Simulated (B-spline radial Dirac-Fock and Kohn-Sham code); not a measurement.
Photoelectron lines of Ge⁴⁺ at 1080 eV

System: germanium as Ge⁴⁺, [Ar] 3d10.

Model: independent-particle photoionisation in a Dirac-Hartree-Slater potential with a Latter tail, all multipoles, thresholds from Dirac-Fock ΔSCF. Program: a radial B-spline solver. The asymmetry parameter β is from the dipole term alone. Kinetic energies are from the vacuum level.

| subshell | electrons | binding (eV) | kinetic (eV) | σ (kb) | β |
| --- | --- | --- | --- | --- | --- |
| M1 (3s) | 2 | 245.3 | 834.7 | 30.4 | 2.00 |
| M2 (3p1/2) | 2 | 189.0 | 891.0 | 34.7 | 1.60 |
| M3 (3p3/2) | 4 | 184.7 | 895.3 | 67.4 | 1.62 |
| M4 (3d3/2) | 4 | 88.72 | 991.3 | 23.2 | 1.15 |
| M5 (3d5/2) | 6 | 88.16 | 991.8 | 34.0 | 1.14 |

Branching ratios of the spin-orbit partners (statistical value in brackets): 3p 1.95 (2.00), 3d 1.46 (1.50).

Run: 2.4 s of CPU time on 1 thread of Neoverse-V1 (shared host), peak memory 0.32 GiB.

Values without a named source are computed, but for edge energies of neutral atoms, which are taken from tables.
